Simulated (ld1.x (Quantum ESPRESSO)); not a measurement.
Zn (Z = 30), PAW: configuration errors across variants

zinc, PAW, made with ld1.x (Quantum ESPRESSO) 7.5 (Wu–Cohen, scalar-relativistic). Core [Ar], reference 3d10 4s2 4p0. Waves: 4s (bound): rcut 1.80, rcutus 2.35 bohr; 4s channel at 3.25 Ry: rcut 1.80, rcutus 2.35 bohr; 4p (bound, empty): rcut 2.60, rcutus 3.05 bohr; 4p channel at 1.25 Ry: rcut 2.60, rcutus 3.05 bohr; 3d (bound): rcut 0.95, rcutus 1.10 bohr; 3d channel at 1.15 Ry: rcut 0.95, rcutus 1.10 bohr. Local part: all-electron potential smoothed inside 0.90 bohr (lloc = -1). Core correction: Bessel-smoothed model core inside 0.85 bohr. Augmentation charge: PSQ, inside the norm-conserving radii.

All-electron excitation energies from the reference (eV): (1) 3d10 4s1 4p0 9.923; (2) 3d10 4s0 4p0 28.271; (3) 3d9 4s0 4p0 68.823; (4) 3d10 4s0 4p1 16.326; (5) 3d8 4s0 4p0 130.660; (6) 3d9 4s2 4p0 17.952.

The overlap operator is not positive definite (basis up to 400 Ry) in “base”, “waves 4s (bound): rcut 1.80, rcutus 3.20 bohr; 4s channel at 3.25 Ry: rcut 1.80, rcutus 3.20 bohr”, “augmentation PSQ, radius 0.90 bohr”, “core correction Bessel-smoothed model core inside 0.92 bohr”, “waves 4p (bound): rcut 2.60, rcutus 3.54 bohr; 4p channel at 1.25 Ry: rcut 2.60, rcutus 3.54 bohr”, “wave 4s channel at 3.25 Ry: rcut 1.80, rcutus 2.35 bohr becomes 4s channel at 7.3 Ry: rcut 1.80, rcutus 2.35 bohr”. Such files are unfit for use, however small their errors in these radial tests.

Tests that are not counted but printed errors over 1 eV. “base”: 3d9 4s2 4p1 (solver errors, printed error -3.2 eV). “augmentation PSQ, radius 0.90 bohr”: 3d9 4s2 4p1 (solver errors, printed error -3.2 eV). “core correction Bessel-smoothed model core inside 0.92 bohr”: 3d9 4s2 4p1 (solver errors, printed error -3.2 eV). “waves 4p (bound): rcut 2.60, rcutus 3.54 bohr; 4p channel at 1.25 Ry: rcut 2.60, rcutus 3.54 bohr”: 3d9 4s2 4p1 (solver errors, printed error -3.2 eV). “wave 4s channel at 3.25 Ry: rcut 1.80, rcutus 2.35 bohr becomes 4s channel at 7.3 Ry: rcut 1.80, rcutus 2.35 bohr”: 3d9 4s2 4p1 (solver errors, printed error -3.2 eV).

1 further variants failed, have other tests or too few solved ones, and are left out.

A true bound ghost makes a file unfit for plane-wave use even where its test errors are small: the radial tests pick states by their node count and pass the ghost by. Where a test does run into it, the solver fails or the error is huge.

Errors AE − PS in meV (a dash: test not solved or not reliable):

| change | (1) | (2) | (3) | (4) | (5) | (6) | bound ghosts |
| --- | --- | --- | --- | --- | --- | --- | --- |
| base | -3.4 | -11 | -164 | -5.3 | -974 | -105 | p (s not tested, overlap not positive) |
| waves 4s (bound): rcut 1.80, rcutus 3.20 bohr; 4s channel at 3.25 Ry: rcut 1.80, rcutus 3.20 bohr | -9.2 | -8.8 | -164 | – | – | – | p (s not tested, overlap not positive) |
| type TM semilocal; waves now 4s (bound): rc 2.35 bohr; 4p (bound): rc 3.05 bohr; 3d (bound): rc 1.10 bohr; local potential the d channel | -6.7 | -57 | -207 | -4.6 | -1042 | -101 | none |
| augmentation PSQ, radius 0.90 bohr | -3.1 | -11 | -163 | -6.1 | -972 | -111 | p (s not tested, overlap not positive) |
| core correction Bessel-smoothed model core inside 0.92 bohr | -3.4 | -11 | -164 | -5.3 | -974 | -105 | p (s not tested, overlap not positive) |
| waves 4p (bound): rcut 2.60, rcutus 3.54 bohr; 4p channel at 1.25 Ry: rcut 2.60, rcutus 3.54 bohr | -3.4 | -11 | -164 | -16 | -974 | -105 | not determined (overlap not positive) |
| wave 4s channel at 3.25 Ry: rcut 1.80, rcutus 2.35 bohr becomes 4s channel at 7.3 Ry: rcut 1.80, rcutus 2.35 bohr | -2.1 | -11 | -164 | -5.4 | -974 | -130 | p (s not tested, overlap not positive) |
| all radii but the core radius scaled by about 0.73 (s 1.72, p 2.24, d 0.80 bohr, rcut 1.32/1.90/0.70); local potential all-electron potential smoothed inside 0.66 bohr (lloc = -1) | -2.5 | -12 | -163 | -5.2 | -964 | -111 | s, p |

**Question.** Give the same row for: local potential all-electron potential smoothed inside 2.56 bohr (lloc = -1).

**Answer.** -3.2, -17, -172, -6.9, -1114, -126; bound ghosts: none.
